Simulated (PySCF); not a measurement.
B(H)(OH)(SiH3) (BH5OSi), SMILES [SiH3]BO.

Geometry: B3LYP-D3(BJ)/def2-TZVP. One conformer was computed; it need not be the lowest.

Calculation: PySCF 2.14.0 with B3LYP-D3(BJ)/def2-TZVP.

Frequencies are harmonic and unscaled.

### Question
Estimate the vibrational spectrum. (An estimate is asked for; the answer gives what the named calculation found.)

### Answer

| mode | ν (cm⁻¹) | IR (km/mol) | moving atoms (share of kinetic energy) |
|---|---|---|---|
| 1 | 99 | 0.3 | H 80 %, B 13 % |
| 2 | 224 | 15.6 | H 40 %, O 32 %, B 15 %, Si 12 % |
| 3 | 419 | 78.2 | H 92 % |
| 4 | 502 | 16.1 | H 42 %, Si 28 %, B 16 %, O 14 % |
| 5 | 664 | 4.1 | H 46 %, B 39 %, Si 14 % |
| 6 | 687 | 29.8 | H 65 %, B 20 %, O 10 % |
| 7 | 879 | 16.1 | H 81 %, B 18 % |
| 8 | 904 | 218.5 | H 90 %, Si 10 % |
| 9 | 948 | 46.0 | H 97 % |
| 10 | 951 | 40.6 | H 97 % |
| 11 | 1009 | 78.3 | H 89 %, O 11 % |
| 12 | 1183 | 109.9 | H 77 %, B 13 %, O 9 % |
| 13 | 1334 | 198.8 | B 64 %, O 31 % |
| 14 | 2182 | 105.2 | H 97 % |
| 15 | 2206 | 66.9 | H 98 % |
| 16 | 2208 | 101.9 | H 96 % |
| 17 | 2589 | 138.9 | H 91 %, B 9 % |
| 18 | 3795 | 54.0 | H 94 % |
